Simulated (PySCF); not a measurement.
Vertical excitations of a molecule C4H4ClF from TDDFT-PBE/def2-SVPD (PySCF), as energy in eV (oscillator strength): 4.94 (0.001), 5.03 (0.000), 5.53 (0.003), 5.95 (0.001), 6.11 (0.025), 6.38 (0.493), 6.61 (0.030), 6.66 (0.018), 6.98 (0.001), 7.15 (0.006). Lowest triplet (TDA): 4.05 eV. Geometry optimised at B3LYP-D3(BJ)/def2-SVP. The values are those of a single conformer.

Question: Which molecule gave these data?
(A) C=C/C(Cl)=C\F
(B) FC1=C(Cl)CC1
(C) CC(Cl)=C=CF
(D) F[C@@H]1CC=C1Cl

Answer: C, CC(Cl)=C=CF
